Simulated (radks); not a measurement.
Os18+, configuration [Kr] 4d10 4f12 (the NIST ground configuration).

Calculated with a radial shooting solver on a logarithmic mesh with Libxc functionals: scalar-relativistic Kohn-Sham, LB94 model potential, spin-polarised, spherical densities, finite nucleus; open shells are filled with parallel spins first (spin-orbit coupling, left out, can overturn this in heavy ions); Fermi nuclear charge, rms radius 5.4126 fm.

Energy parts (hartree):
part                   energy
kinetic            19027.1084
electron-nucleus  -41574.6936
Hartree             5740.5630
(The LB94 potential has no energy functional, so no total or exchange-correlation energy is given.)

Orbitals (lengths in bohr, moments of r in powers of bohr; r(90%) holds 90 % of the orbital's charge):
orbital  occ.  eigenvalue (hartree)      <r>  <1/r>  r(90%)
1s up       1             -2739.395  0.01771  90.52  0.0323
1s down     1             -2739.395  0.01771  90.52  0.0323
2s up       1             -491.1054  0.07477  21.20   0.116
2s down     1             -491.1073  0.07477  21.20   0.116
2p up       3             -430.0803  0.06713  19.09   0.109
2p down     3             -430.0818  0.06713  19.09   0.109
3s up       1             -126.7727   0.1935  7.853   0.283
3s down     1             -126.7687   0.1935  7.854   0.283
3p up       3             -108.8309   0.1940  7.228   0.290
3p down     3             -108.8252   0.1939  7.230   0.290
3d up       5             -88.74001   0.1756  6.826   0.272
3d down     5             -88.73706   0.1755  6.827   0.272
4s up       1             -38.89527   0.4288  3.369   0.614
4s down     1             -38.81624   0.4289  3.368   0.615
4p up       3             -32.97264   0.4543  3.065   0.658
4p down     3             -32.89677   0.4545  3.063   0.658
4d up       5             -25.60205   0.4773  2.766   0.709
4d down     5             -25.52913   0.4776  2.764   0.710
4f up       7             -17.34380   0.4989  2.414   0.785
4f down     5             -17.27653   0.4995  2.413   0.786

The highest occupied level is 4f down at -470.12 eV. Spin moment in Bohr magnetons: 2. The spin density at the nucleus is -2.269 e/bohr^3 (1s 0.014, 2s 0.615, 3s -7.612, 4s 4.714). The density falls to 0.001 e/bohr^3 at r = 1.58 bohr. Summed over all electrons, <r^2> = 8.729 bohr^2, which gives a Langevin (diamagnetic) susceptibility term of -6.91 x 10^-6 cm^3/mol. The electron density at the nucleus is 1.788e+06 e/bohr^3 (large components only). For comparison, the ionisation energy in NIST's Atomic Spectra Database is 470 eV (theoretical). In exact Kohn-Sham theory the highest level is minus the ionisation energy, but local and semilocal functionals leave it too shallow, through self-interaction and a potential that decays too fast; potentials with the right tail come closer.
